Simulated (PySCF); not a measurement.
Screening by computed properties: pick the candidate that meets the target.

All species are isolated and taken at one optimised geometry (atoms past krypton carry core potentials, spin–orbit coupling is left out); the electronic structure was computed with PySCF and density fitting.

Dipoles, sizes and rotational constants follow the conformer. The torsions of the flexible species, by atom-mapped SMILES:
- `[CH3:1][O:2][GeH2:3][CH3:4]`: C1–O2–Ge3–C4 -179°
- `[CH2:1]=[C:2]=[C:3]([C:4]([F:5])([F:6])[F:7])[C:8]([F:9])([F:10])[F:11]`: C2–C3–C4–F5 -107°, C2–C3–C8–F9 16°
- `[CH3:1][NH:2][GeH2:3][S:4][CH3:5]`: C1–N2–Ge3–S4 65°, N2–Ge3–S4–C5 52°

The conformers of `C=C[C@@H](F)[SiH]1CC=CC1` aren't listed.

Problem. Wanted: HOMO–LUMO gap below 6.5 eV (B3LYP/def2-SVPD) and HOMO energy below -6.7 eV (B3LYP/def2-SVPD), at PBE0-D3(BJ)/def2-SVP geometries. Which candidate meets both?
A. `C=C=C(C(F)(F)F)C(F)(F)F`
B. `C=C[C@@H](F)[SiH]1CC=CC1`
C. `C=[CH][Sn]([SiH3])([CH]=C)[CH]=C`
D. `C[NH][GeH2][S]C`
E. `C[O][GeH2][CH3]`

Solution. C. Computed values:
| species | HOMO–LUMO gap | HOMO energy |
| --- | --- | --- |
| C=[CH][Sn]([SiH3])([CH]=C)[CH]=C | 6.29 eV | -7.08 eV |
| C[NH][GeH2][S]C | 6.44 eV | -6.48 eV |
| C=C[C@@H](F)[SiH]1CC=CC1 | 6.56 eV | -6.86 eV |
| C=C=C(C(F)(F)F)C(F)(F)F | 7.29 eV | -8.87 eV |
| C[O][GeH2][CH3] | 7.59 eV | -7.40 eV |
